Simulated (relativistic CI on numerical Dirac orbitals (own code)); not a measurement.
## Ca: calculation against measurement

Calculated at this level of theory: Dirac-Coulomb-Breit CI, orbitals from a KLI potential per configuration, model QED, valence Slater integrals scaled by 0.85, P86 correlation energy added to each configuration (own radial code, finite nucleus).

Configurations in the expansion (outside the closed core [Ar]): 4s2, 4s 4p, 4s 3d, 4s 5s, 3d 4p, 4s 5p, 4s 4d, 4p2, 3d2, 4s 6s, 4s 4f, 4s 6p, 4s 5d, 3d 4d, 4s 5f, 4s 5g. Levels of other configurations are missing.

```csv
Configuration,Term (tabulated),J,Measured (cm⁻¹),Computed,Error,Purity (%)
4s2,1S,0,0.0,0,0,94
4s 4p,3P°,0,15157.9,13576,-1582,98
4s 4p,3P°,1,15210.1,13623,-1587,98
4s 4p,3P°,2,15315.9,13716,-1600,98
4s 3d,3D,1,20335.4,21785,1450,100
4s 3d,3D,2,20349.3,21784,1435,100
4s 3d,3D,3,20371.0,21784,1413,100
4s 3d,1D,2,21849.6,23134,1284,83
4s 4p,1P°,1,23652.3,23060,-592,80
4s 5s,3S,1,31539.5,31773,233,100
4s 5s,1S,0,33317.3,33484,167,97
3d 4p,3F°,2,35730.5,36285,554,89
3d 4p,3F°,3,35818.7,36310,491,100
3d 4p,1D°,2,35835.4,36175,340,89
3d 4p,3F°,4,35896.9,36360,463,100
4s 5p,3P°,0,36547.7,36910,363,96
4s 5p,3P°,1,36554.7,36918,363,96
4s 5p,3P°,2,36575.1,36933,358,96
4s 5p,1P°,1,36731.6,37542,810,89
4s 4d,1D,2,37298.3,37050,-248,82
4s 4d,3D,1,37748.2,37930,182,100
4s 4d,3D,2,37751.9,37936,184,100
4s 4d,3D,3,37757.4,37944,187,100
3d 4p,3D°,1,38192.4,39121,928,100
3d 4p,3D°,2,38219.1,39139,920,100
3d 4p,3D°,3,38259.1,39167,908,100
4p2,3P,0,38417.5,37143,-1275,88
4p2,3P,1,38464.8,37186,-1279,88
4p2,3P,2,38551.6,37271,-1281,88
```

Measured levels from NIST Handbook of Basic Atomic Spectroscopic Data (Sansonetti and Martin, J. Phys. Chem. Ref. Data 34, 1559 (2005)); pairs were made by configuration, J and term (by order where the table uses no LS term), so strongly mixed levels may be paired wrongly.

Mean error by configuration (cm⁻¹): 4s 4p -1340; 4s 3d 1395; 4s 5s 200; 3d 4p 658; 4s 5p 473; 4s 4d 76; 4p2 -1278. Over the excited levels the mean absolute error is 803 cm⁻¹ (28 of the 28 excited levels that our extract of the source holds in range could be paired), and the median relative error of those above 1,000 cm⁻¹ is 2.3 %.
